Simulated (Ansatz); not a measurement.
The cluster Al₃Ga₂⁺ was relaxed with r2SCAN-D4 (def2-SVP) in Ansatz in these states: charge +1 quintet, charge +1 triplet. The geometries follow in no particular order.

A:

```xyz
5

Al    1.991   -0.972    1.493
Al    0.912    1.311    0.936
Al   -1.904   -0.742   -1.677
Ga   -1.046    1.414   -0.666
Ga    0.047   -1.011   -0.086
```

B:

Cartesian coordinates in Å:
```
Al 1.873 -1.405 -1.442
Al 1.085 1.092 -0.939
Al -1.659 0.209 2.154
Ga -1.453 1.067 -0.329
Ga 0.154 -0.963 0.556
```

Task: Judge from the bond lengths which geometry belongs to which state (an estimate).

Result: A is the charge +1 triplet (Al1–Ga5 2.505 Å, Al3–Ga5 2.531 Å, Al3–Ga4 2.531 Å); B is the charge +1 quintet (Al1–Ga5 2.673 Å, Al3–Ga5 2.685 Å, Al3–Ga4 2.635 Å).

At PBE0-D4/def2-TZVP a triplet lies 0.26 eV below the charge +1 quintet. These are the stationary points nearest to one start from a short search; other shapes may lie lower in each state.
